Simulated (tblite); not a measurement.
Parent: `[cH:1]1[cH:2][n-:3][n:4][n:5]1` (charge -1), [C2H2N3]-.

The geometries are computed with GFN2-xTB (gas phase). One conformer each, not checked by frequencies here.

```csv
coordinate of the parent,value
C1–C2,1.386 Å
C2–N3,1.342 Å
N3–N4,1.320 Å
N4–N5,1.320 Å
C1–N5,1.342 Å
C2–C1–N5,107.3°
C1–C2–N3,107.3°
C2–N3–N4,106.9°
N3–N4–N5,111.7°
C1–N5–N4,106.9°
```

How does the shared frame change in `[cH:1]1[n:2][n:3][n-:4][c:5]1[CH:6]1[CH2:7][CH2:8]1` (charge -1) with N4–C5–C6–C7 -149°, [C5H6N3]-? Atoms pair as C1 = C1, C2 = C5, N3 = N4, N4 = N3, N5 = N2 (parent first).

```tsv
parent	relative	value in the relative	change
C1–C2	C1–C5	1.392 Å	+0.006
C2–N3	C5–N4	1.350 Å	+0.008
N3–N4	N4–N3	1.316 Å	-0.004
N4–N5	N3–N2	1.320 Å	0.000
C1–N5	C1–N2	1.340 Å	-0.002
C2–C1–N5	C5–C1–N2	107.5°	+0.2
C1–C2–N3	C1–C5–N4	106.6°	-0.7
C2–N3–N4	C5–N4–N3	107.2°	+0.3
N3–N4–N5	N4–N3–N2	111.6°	-0.1
C1–N5–N4	C1–N2–N3	107.0°	+0.1
```

Of the parent's bonds, C2–N3 changes most (+0.008 Å). Bonds of the relative outside the shared frame: C5–C6 1.470, C6–C7 1.504, C7–C8 1.499, C6–C8 1.505 Å.
